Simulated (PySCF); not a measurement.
Sb(Cl)(TeH)2 (ClH2SbTe2), SMILES [Cl][Sb]([TeH])[TeH]. Heavy atoms are numbered as in [Sb:1]([Cl:2])([TeH:3])[TeH:5]. Hydrogens are named by the atom that carries them.

The structure is a stationary point at PBE0-D3(BJ)/def2-SVP. The geometry has at least one imaginary mode, so it is a saddle point at that level. The structure was generated by enumeration; whether it is a known compound was not checked. The def2 effective core potentials stand for the cores of Sb, Te; spin–orbit coupling is left out.

These are B3LYP/def2-TZVP in PySCF values and carry that method's errors.

ESP charges are fitted to the potential on shells at 1.4 to 2.0 van der Waals radii. Atomic charges (e), one atom of each kind:

```
atom          ESP fit  Löwdin
---------  ----------  ------
Sb1        (withheld)    0.01
Cl2        (withheld)   -0.08
Te3 (TeH)  (withheld)    0.04
H on Te3   (withheld)    0.00
```

Some entries are withheld; supply them. (The exact figures need the calculation; the answer reports its results.)


- Sb1, ESP fit: 0.19
- Cl2, ESP fit: -0.21
- Te3 (TeH), ESP fit: -0.07
- H on Te3, ESP fit: 0.08
